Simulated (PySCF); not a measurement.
# Correlation energy of Te (tellurium, neutral)

[Kr] 4d10 5s2 5p3 5d1, high-spin 5D determinant (an excited configuration). Computed with PySCF 2.14 in aug-cc-pwCVTZ-DK3 (10s9p7d4f1g, 109 functions), with scalar relativity by spin-free X2C-1e. Frozen: [Ar] 3d10; 24 electrons correlated.

MP2 pair energies summed by pair of shells (mhartree):

```json
{"pair": "4d-4d", "energy": "-341.05", "share (%)": "43.3"}
{"pair": "4p-4d", "energy": "-127.83", "share (%)": "16.2"}
{"pair": "4d-5s", "energy": "-70.33", "share (%)": "8.9"}
{"pair": "4d-5p", "energy": "-63.99", "share (%)": "8.1"}
{"pair": "4p-4p", "energy": "-40.77", "share (%)": "5.2"}
{"pair": "5s-5p", "energy": "-40.61", "share (%)": "5.2"}
{"pair": "4s-4d", "energy": "-27.56", "share (%)": "3.5"}
{"pair": "4s-4p", "energy": "-15.15", "share (%)": "1.9"}
{"pair": "5p-5p", "energy": "-11.83", "share (%)": "1.5"}
{"pair": "4p-5s", "energy": "-9.74", "share (%)": "1.2"}
{"pair": "5s-5s", "energy": "-8.33", "share (%)": "1.1"}
{"pair": "4p-5p", "energy": "-7.45", "share (%)": "0.9"}
{"pair": "5p-5d", "energy": "-7.22", "share (%)": "0.9"}
{"pair": "5s-5d", "energy": "-5.30", "share (%)": "0.7"}
{"pair": "4d-5d", "energy": "-3.96", "share (%)": "0.5"}
{"pair": "4s-4s", "energy": "-3.29", "share (%)": "0.4"}
{"pair": "4s-5s", "energy": "-1.20", "share (%)": "0.2"}
{"pair": "4s-5p", "energy": "-0.98", "share (%)": "0.1"}
{"pair": "4p-5d", "energy": "-0.36", "share (%)": "0.0"}
{"pair": "4s-5d", "energy": "-0.07", "share (%)": "0.0"}
```

Total MP2 correlation energy: -787.02 mhartree.

Same-spin part -279.91 and opposite-spin part -507.11 mhartree; SCS-MP2 scales them by 1/3 and 6/5 to -701.83 mhartree.
